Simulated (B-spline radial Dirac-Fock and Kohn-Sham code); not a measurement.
# Ionisation energies of thallium ions, computed and tabulated

Model: Dirac-Fock energy differences between relaxed states, corrected for Breit and QED terms. Program: a radial finite-basis atomic code. Each value is the difference of the configuration-average energies of two neighbouring ions in their tabulated ground configurations. Correlation and solid-state effects are left out. NIST's values refer to the lowest levels; many for high charge states are themselves semi-empirical or theoretical. Where a p, d or f shell is open in either ion the computed value averages over both j values and all terms, while the table refers to the lowest levels; that difference holds spin-orbit splitting (largest in heavy or highly charged ions), term energies where several electrons share open shells, and correlation, and it can reach 10 % or more.

```
  ion  configuration  computed (eV)  NIST (eV)         kind  NIST − computed (eV)
Tl³⁴⁺  [Kr] 4d10 4f1         1327.6  1350 ± 60  theoretical                +22.39
Tl³⁵⁺      [Kr] 4d10         1636.5   1625 ± 5  theoretical                -11.54
Tl³⁶⁺       [Kr] 4d9         1694.8   1681 ± 5  theoretical                -13.77
Tl³⁷⁺       [Kr] 4d8         1753.6   1740 ± 4  theoretical                -13.63
Tl³⁸⁺       [Kr] 4d7         1813.1   1802 ± 4  theoretical                -11.12
Tl³⁹⁺       [Kr] 4d6         1873.2   1862 ± 4  theoretical                -11.23
Tl⁴⁰⁺       [Kr] 4d5         1934.0   1920 ± 4  theoretical                -13.97
Tl⁴¹⁺       [Kr] 4d4         1995.3   2014 ± 4  theoretical                +18.66
Tl⁴²⁺       [Kr] 4d3         2057.3   2075 ± 4  theoretical                +17.67
Tl⁴³⁺       [Kr] 4d2         2119.9   2140 ± 4  theoretical                +20.05
```

Question: Where in this range is the largest relative jump, and why?

Answer: From Tl³⁴⁺ (1327.6 eV) to Tl³⁵⁺ (1636.5 eV), a factor of 1.23. The configuration goes from [Kr] 4d10 4f1 to [Kr] 4d10, so the next electron comes out of a deeper subshell.
